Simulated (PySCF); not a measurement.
SMILES [SiH2](c1ccccc1)N (C₆H₉NSi) (GFN2-xTB optimised geometry):

```
17

N      1.107    -2.749     1.579
Si     1.357    -2.077     0.011
C      0.394    -0.456     0.000
C     -0.998    -0.456     0.000
C     -1.718     0.725     0.000
C     -1.053     1.940    -0.004
C      0.331     1.961    -0.009
C      1.042     0.774    -0.008
H      0.194    -2.692     1.999
H      1.536    -3.631     1.808
H      0.885    -2.906    -1.114
H      2.799    -1.858    -0.104
H     -1.528    -1.399    -0.002
H     -2.799     0.700     0.002
H     -1.612     2.865    -0.004
H      0.856     2.906    -0.014
H      2.122     0.801    -0.012
```

Method: CAM-B3LYP/def2-SVP (PySCF 2.14.0).

**Question.** What are the frontier orbital energies and the dipole moment?

**Answer.** HOMO-2 -8.53 eV, HOMO-1 -8.46 eV, HOMO -8.41 eV, LUMO 0.78 eV, LUMO+1 1.11 eV; dipole moment 1.07 D.

Meta-Löwdin charges at CAM-B3LYP/def2-SVP: N1 -0.69, Si2 0.77, C3 -0.23, C4 -0.10, C5 -0.10, C6 -0.10, C7 -0.10, C8 -0.09, H9 0.21, H10 0.21, H11 -0.15, H12 -0.13, H13 0.09, H14 0.10, H15 0.10, H16 0.10, H17 0.10.
